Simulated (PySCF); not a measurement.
Simulated characterisation data

Calculated, not measured (PySCF): PBE0/pcSseg-1 with gauge-including orbitals, spin–spin couplings from B3LYP/pcJ-1 (spin–dipole term left out of most H,H and C,H couplings), coordinates at the GFN2-xTB level. Averaged over atoms made equivalent by symmetry, fast rotation or ring inversion, relativity neglected, a single conformation, isolated molecule.

References, each an isolated molecule treated in the same way: ¹H, ¹³C against TMS. Multiplet labels drop J under 1 Hz and among equivalent protons, and merge close values. Unscaled 3J(H,H) run several per cent high. Splittings of carbon signals by F and P are missing where no couplings were computed. Where no couplings were computed, multiplicities follow the n + 1 count of equivalent neighbours, and m marks all less simple cases (inequivalent or close neighbours, rings, F or P nearby). Shifts are as computed. Against solution values, carbons near 30 ppm lie about +3 ppm off and those near 130 ppm about +5 ppm. Of 1211 compounds with measured shifts, 218 miss one by over three times the rms of a fit or turn the order of signals round; such compounds aren't used in these exercises. Across acyclic CH2–CH2 and CH–CH2 bonds, 3J(H,H) assumes equally populated rotamers.

Compound 1 (C9H8O2). ¹H NMR (400 MHz, computed): δ 7.29 (m, 1H), 6.73 (m, 1H), 6.68 (m, 1H), 6.58 (d, 2H), 4.99 (m, 2H), 4.13 (m, 1H). ¹³C{¹H} NMR (computed): δ 169.7 (C), 146.3 (CH), 143.6 (CH), 118.8 (CH), 118.8 (CH), 110.3 (CH), 34.4 (CH). Structure: SMILES C1=CC(c2ccco2)C=CO1.

Compound 2 (C5H2F4). ¹H NMR (400 MHz, computed): δ 2.36 (m, 2H). ¹³C{¹H} NMR (computed): δ 172.9, 156.9, 131.6, 73.8, 25.1. Structure: `FC(F)=C(F)C1=C(F)C1`.

Compound 3 (C4H10). ¹H NMR (400 MHz, computed): δ 1.26 (m, 4H), 1.05 (m, 6H). ¹³C{¹H} NMR (computed): δ 30.4 (CH2), 17.5 (CH3). Structure: butane (SMILES CCCC).
